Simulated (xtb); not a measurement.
Cl6OSi2, triplet, at the geometry of the source list (a higher spin typed on purpose: for a closed-shell molecule this is an excited state); GFN2-xTB (xtb).

Input for xtb:
```
$ xtb coord --gfn 2 --uhf 2 --json

# file coord
$coord
      4.2261835051       0.2966870016      -3.3548307890  cl
      2.9415476856       0.7111039407       0.1693194608  si
      4.9253821712      -1.2988087655       2.6660256166  cl
      2.6690491784       4.3478818675       1.1434732780  cl
      0.1147063758      -0.4918957102       0.2356488477  o
     -2.9213276161      -0.7982203150      -0.1275565134  si
     -3.8234828680       0.6030116064      -3.5147016192  cl
     -4.5597201661       1.1334577296       2.6698050689  cl
     -3.5723382660      -4.5034063276       0.1128166496  cl
$end
```

It wrote (shortened):

```
   ID    Z sym.   atoms
    1   17 cl     1, 3, 4, 7-9
    2   14 si     2, 6
    3    8 o      5

           -------------------------------------------------
          |                Calculation Setup                |
           -------------------------------------------------

           -------------------------------------------------
          |                 G F N 2 - x T B                 |
           -------------------------------------------------

          ...................................................
          :                      SETUP                      :
          :.................................................:
          :  # basis functions                  84          :
          :  # atomic orbitals                  76          :
          :  # shells                           26          :
          :  # electrons                        56          :
          :  max. iterations                   250          :
          :  Hamiltonian                  GFN2-xTB          :
          :  restarted?                      false          :
          :  GBSA solvation                  false          :
          :  PC potential                    false          :
          :  electronic temp.          300.0000000     K    :
          :  accuracy                    1.0000000          :
          :  -> integral cutoff          0.2500000E+02      :
          :  -> integral neglect         0.1000000E-07      :
          :  -> SCF convergence          0.1000000E-05 Eh   :
          :  -> wf. convergence          0.1000000E-03 e    :
          :  Broyden damping             0.4000000          :
          :  net charge                          0          :
          :  unpaired electrons                  2          :
          ...................................................

 iter      E             dE          RMSdq      gap      omega  full diag
   1    -34.9239784 -0.349240E+02  0.734E+00    0.37       0.0  T
   2    -34.9874889 -0.635105E-01  0.408E+00    0.48       1.0  T
   3    -34.9454388  0.420501E-01  0.352E+00    0.49       1.0  T
   4    -34.9123195  0.331193E-01  0.420E+00    0.53       1.0  T
   5    -34.9271173 -0.147978E-01  0.367E+00    0.50       1.0  T
   6    -34.9555119 -0.283947E-01  0.266E+00    0.52       1.0  T
   7    -34.9953658 -0.398539E-01  0.127E+00    0.51       1.0  T
   8    -34.9855605  0.980528E-02  0.164E+00    0.52       1.0  T
   9    -34.9989195 -0.133590E-01  0.907E-01    0.53       1.0  T
  10    -34.9965357  0.238382E-02  0.102E+00    0.52       1.0  T
  11    -34.9977110 -0.117531E-02  0.794E-01    0.52       1.0  T
  12    -34.9980131 -0.302109E-03  0.875E-01    0.53       1.0  T
  13    -34.9989677 -0.954567E-03  0.725E-01    0.53       1.0  T
  14    -35.0027241 -0.375641E-02  0.270E-01    0.53       1.0  T
  15    -35.0026814  0.427241E-04  0.247E-01    0.53       1.0  T
  16    -35.0027821 -0.100736E-03  0.197E-01    0.53       1.0  T
  17    -35.0029835 -0.201444E-03  0.119E-01    0.53       1.0  T
  18    -35.0030464 -0.628374E-04  0.672E-02    0.53       1.0  T
  19    -35.0030551 -0.868836E-05  0.460E-02    0.53       1.0  T
  20    -35.0030655 -0.104201E-04  0.237E-02    0.53       1.4  T
  21    -35.0030683 -0.279184E-05  0.134E-02    0.53       2.5  T
  22    -35.0030683  0.952127E-11  0.105E-02    0.53       3.2  T
  23    -35.0030678  0.463224E-06  0.108E-02    0.53       3.1  T
  24    -35.0030688 -0.991326E-06  0.207E-03    0.53      16.1  T
  25    -35.0030688  0.961246E-08  0.235E-03    0.53      14.2  T
  26    -35.0030688 -0.118912E-07  0.144E-03    0.53      23.1  T
  27    -35.0030688 -0.120710E-07  0.710E-04    0.53      46.9  T
  28    -35.0030688  0.782570E-09  0.528E-04    0.53      63.1  T

   *** convergence criteria satisfied after 28 iterations ***

 transition dipole moment (au) for excitation:          28          29
     X       Y       Z
   0.0050  -0.0226  -0.0491  total (au/Debye):    0.054   0.138
[...]
         :: total energy             -34.927548036481 Eh    ::
[...]
        26        1.8779           -0.4652537             -12.6602
        27        1.6409           -0.4639303             -12.6242
        28        1.6314           -0.4638912             -12.6231
        29        1.0000           -0.2029634              -5.5229 (HOMO)
        30        0.0000           -0.1834655              -4.9923 (LUMO)
        31        0.0000           -0.1821039              -4.9553
        32                         -0.1745127              -4.7487
        33                         -0.1431774              -3.8961
        34                         -0.1368108              -3.7228
        35                         -0.1273399              -3.4651
        36                         -0.0718642              -1.9555
        37                         -0.0430477              -1.1714
        38                         -0.0414879              -1.1289
        39                         -0.0262012              -0.7130
        40                         -0.0260142              -0.7079
       ...                                ...                  ...
        76                          0.8856981              24.1011
      -------------------------------------------------------------
                  HL-Gap            0.0194979 Eh            0.5306 eV
             Fermi-level           -0.3283480 Eh           -8.9348 eV

     #   Z          covCN         q      C6AA      α(0)
     1  17 cl       0.812    -0.107   102.400    15.480
     2  14 si       3.231     0.506   132.914    23.983
     3  17 cl       0.811    -0.099   102.123    15.459
     4  17 cl       0.812    -0.112   102.547    15.491
     5   8 o        1.540    -0.376    20.475     6.104
     6  14 si       3.231     0.506   132.919    23.983
     7  17 cl       0.812    -0.112   102.546    15.491
     8  17 cl       0.812    -0.107   102.398    15.480
     9  17 cl       0.811    -0.099   102.122    15.459

 Mol. C6AA /au·bohr⁶  :       7660.533277
 Mol. C8AA /au·bohr⁸  :     362129.248869
 Mol. α(0) /au        :        146.931080

Wiberg/Mayer (AO) data.
largest (>0.10) Wiberg bond orders for each atom

 ---------------------------------------------------------------------------
     #   Z sym  total        # sym  WBO       # sym  WBO       # sym  WBO
 ---------------------------------------------------------------------------
     1  17 cl   1.208 --     2 si   0.981
     2  14 si   4.401 --     5 o    1.073     4 cl   0.984     3 cl   0.982
                             1 cl   0.981     6 si   0.270
     3  17 cl   1.206 --     2 si   0.982
     4  17 cl   1.213 --     2 si   0.984
     5   8 o    2.415 --     2 si   1.073     6 si   1.073
     6  14 si   4.400 --     5 o    1.073     7 cl   0.984     9 cl   0.982
                             8 cl   0.981     2 si   0.270
     7  17 cl   1.213 --     6 si   0.984
     8  17 cl   1.208 --     6 si   0.981
     9  17 cl   1.206 --     6 si   0.982
 ---------------------------------------------------------------------------

Topologies differ in total number of bonds
Writing topology from bond orders to xtbtopo.mol

molecular dipole:
                 x           y           z       tot (Debye)
 q only:       -0.001       0.004      -0.002
   full:        0.003      -0.010       0.005       0.031
molecular quadrupole (traceless):
                xx          xy          yy          xz          yz          zz
 q only:        2.553       1.025      -1.111       0.236       0.014      -1.442
  q+dip:       -0.828      -0.315       0.325      -0.073       0.044       0.503
   full:       -2.095      -0.817       0.850      -0.198       0.067       1.245

           -------------------------------------------------
          | TOTAL ENERGY              -34.927548036481 Eh   |
          | GRADIENT NORM               0.075145291481 Eh/α |
          | HOMO-LUMO GAP               0.530566205904 eV   |
           -------------------------------------------------

normal termination of xtb
```
